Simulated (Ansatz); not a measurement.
`[OH][AlH][C]#CS`, charge 0, multiplicity 1.

Give a relaxed structure at PBE0-D4/def2-TZVP (the Gaussian-basis code of Ansatz). (An estimate is asked.)

Computed: 
```xyz
8

O     1.1747    0.5626   -2.3058
Al    0.1629    1.2118   -1.1149
C    -0.3096    0.1615    0.3925
C    -0.6181   -0.5088    1.3636
S    -1.1189   -1.3141    2.7417
H     1.5320   -0.3229   -2.2643
H    -0.3493    2.6817   -1.3149
H    -0.4736   -2.4718    2.5022
```
Point group Cs.
